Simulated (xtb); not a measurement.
Si(H)3(NCO) (CH₃NOSi), SMILES C(=O)=N[SiH3]. All values are semi-empirical tight-binding results from xtb (GFN2-xTB unless named), good for trends rather than for accurate numbers. Coordinates come from a GFN2-xTB optimisation.

| Item | Value |
|---|---|
| point group as xtb finds it | Cs |
| orbital gap | 5.76 eV |
| dipole moment | 2.66 D |
| zero-point energy | 23.1 kcal/mol |
| G − E(el) at 298.15 K (modified RRHO) | 5.2 kcal/mol |
| static polarisability (D4 model) | 51.1 bohr³ |
| solvation energy, GFN2-xTB/ALPB(water) | 0.4 kcal/mol |
| solvation energy, GFN2-xTB/ALPB(dmf) | -3.8 kcal/mol |
